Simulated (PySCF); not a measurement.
Molecule: C4H3O2, net charge 0, doublet state. It need not be the lowest isomer of its formula. 
Structure (B3LYP-D3(BJ)/def2-TZVP (Ansatz) minimum search):
```
O
C 1 1.3629
O 2 1.3382 1 117.59
H 3 0.9656 2 108.99 1 0.00
C 2 1.3459 3 133.39 4 180.00
C 1 1.3836 2 106.93 3 -180.00
C 6 1.3550 1 110.31 2 0.00
H 6 1.0743 7 134.10 5 180.00
H 7 1.0761 6 126.73 8 0.00
```
Charge 0, spin multiplicity 2.

Dispersion corrections to the total energy (kcal/mol) from the dftd3 and dftd4 libraries through PySCF: D3(BJ) without and D4 with the three-body term, each with the damping fitted for the functional named.

```
functional  D3(BJ)      D4
----------  ------  ------
HF          -38.23  -17.62
BP86         -6.49       …
TPSS         -5.25   -5.99
revPBE      -11.03       …
B2PLYP       -3.30   -3.06
PBE0         -3.56       …
LC-wPBE      -3.82   -4.87
```

Task: Fill in the missing entries.

Result: 
- BP86, D4: -5.71
- revPBE, D4: -15.66
- PBE0, D4: -3.66
